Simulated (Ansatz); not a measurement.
Calculated with Ansatz (gas phase, PBE0-D4/def2-TZVP geometries, no zero-point term in ΔE). CCSD(T)/CBS adds triple-zeta CCSD(T) − MP2 to the extrapolated MP2 energy (def2 sets, frozen cores). This one scheme is used for every species. Functionals use def2-TZVPP. Each species was taken in one conformer, which may not be the lowest.

`FC(F)(Cl)C[SiH3]` + H₂ → `CC(F)(F)Cl` + SiH₄  (hydrogenolysis of a C–Si bond)

`FC(F)(Cl)C[SiH3]`:

```xyz
11

F    -0.420    0.611    1.876
C    -0.255    1.163    0.661
F    -1.484    1.359    0.153
Cl    0.488    2.768    0.899
C     0.567    0.279   -0.230
Si   -0.162   -1.446   -0.526
H     1.560    0.176    0.213
H     0.691    0.784   -1.191
H    -0.281   -2.189    0.752
H     0.783   -2.156   -1.425
H    -1.488   -1.348   -1.181
```

H₂:

Cartesian coordinates in Å:
```
H 0.087 -0.016 0.362
H -0.087 0.016 -0.362
```

`CC(F)(F)Cl`:

Cartesian coordinates in Å:
```
C 0.711 -0.347 -0.214
C -0.620 0.263 0.106
F -0.963 1.181 -0.812
F -1.589 -0.668 0.107
Cl -0.624 1.056 1.701
H 1.477 0.427 -0.224
H 0.647 -0.814 -1.198
H 0.960 -1.098 0.534
```

SiH₄:

```xyz
5

Si    0.000    0.000    0.000
H     1.378   -0.544    0.103
H    -0.094    0.889   -1.185
H    -0.320    0.774    1.226
H    -0.964   -1.120   -0.143
```

```
             level  ΔE (kcal/mol)
           ωB97X-V           -8.3
           ωB97M-V           -7.7
               PBE           -8.8
    MP2/def2-TZVPP           -6.8
CCSD(T)/def2-TZVPP           -8.2
     HF/def2-QZVPP          -14.5
SCS-MP2/def2-QZVPP           -8.1
    CCSD/CBS(def2)           -8.8
```

**Question.** What does CCSD(T)/CBS give? (Estimate.)

**Answer.** Computed: -7.6 kcal/mol. The listed levels differ from it by -0.7, -0.1, -1.2, 0.8, -0.6, -6.9, -0.5, -1.2 kcal/mol.

Largest T1 diagnostic among the species: 0.011.

The D4 term adds +2.7 kcal/mol with B3LYP and +1.5 kcal/mol with PBE0; it sums over pairs of atoms, weighted by their polarisabilities, and B3LYP, whose exchange is more repulsive, gets the larger term. In def2-TZVPP, CCSD(T) changes the Hartree–Fock value by +6.2 kcal/mol (the triples alone add +1.2 kcal/mol) and MP2 by +7.6 kcal/mol.

B3LYP here is the variant with VWN-RPA as its local correlation; programs differ in this.
